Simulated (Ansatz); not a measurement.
Cost and result for the atomization energy of FH$_{3}$O$_{2}$SSi, SMILES `O[Si](O)(F)S` (8 atoms, 7 bonds).

Charge 0, multiplicity 1. The structure was optimised at the PBE0-D4/def2-TZVP level. It is one conformer, not always the lowest. Program: Ansatz. All runs use 4 threads of an Arm Neoverse V2 on a shared host. Times are those of one run each, without the atoms' runs, and a repeat can differ threefold. Electronic energies, without spin–orbit coupling; frozen cores. CCSD(T)/CBS adds CCSD(T) − MP2 in def2-TZVPP to the MP2 limit, and its time is that of the two runs behind it. T1 = 0.012. B3LYP takes the VWN-RPA correlation (the form of Gaussian; ORCA's B3LYP/G). HSE06 is the plane-wave form, built on full-range PBE exchange.

CCSD(T)/CBS is a level of theory with its own doubt, some kJ/mol a heavy atom from the limit and from the frozen cores, so smaller differences don't rank the functionals.

```
                            level  functions  wall time  atomization (kcal/mol)  difference from CCSD(T)/CBS  per bond
               BLYP-D4/def2-TZVPP        219      1.3 s                   749.7                        -10.7      -1.5
  PBE-D4/def2-TZVPP (with forces)        219      1.6 s                   763.6                          3.2       0.5
              HSE06-D4/def2-TZVPP        219      2.2 s                   744.9                        -15.5      -2.2
                 CCSD(T)/def2-SVP         93      2.5 s                   682.4                        -78.0     -11.1
B3LYP-D4/def2-TZVPP (with forces)        219      3.2 s                   746.8                        -13.6      -1.9
                B2PLYP/def2-TZVPP        219      3.6 s                   743.6                        -16.8      -2.4
            r2SCANh-D4/def2-TZVPP        219      3.8 s                   748.9                        -11.5      -1.6
                B97M-V/def2-TZVPP        219      5.5 s                   756.5                         -3.9      -0.6
               ωB97X-V/def2-TZVPP        219      5.5 s                   756.5                         -3.9      -0.6
 ωB97M-V/def2-TZVPP (with forces)        219        8 s                   758.4                         -2.0      -0.3
                   MP2/def2-QZVPP        401       12 s                   776.1                         15.7       2.2
               CCSD(T)/def2-TZVPP        219       80 s                   733.7                        -26.7      -3.8
                CCSD(T)/CBS(def2)          –       92 s                   760.4                          0.0       0.0
```

From PBE to PBE0 (25 % exact exchange), in def2-TZVPP and without D4, the atomization energy moves by −18.6 kcal/mol: exact exchange takes away binding that semilocal exchange gives to molecules. Leaving LDA and LC-ωPBE aside and taking each functional with its dispersion term where it has one, the values, not all of them listed here, spread over 44.6 kcal/mol, from BHLYP-D4 to PBE-D4. LDA lies +113.8 kcal/mol from PBE without D4, its usual overbinding. At CCSD(T), def2-SVP lies −77.9 kcal/mol from the extrapolated value and def2-TZVPP −26.7 kcal/mol: correlation converges slowly with the basis, and small sets miss more of it in the bonded molecule than in its fragments.
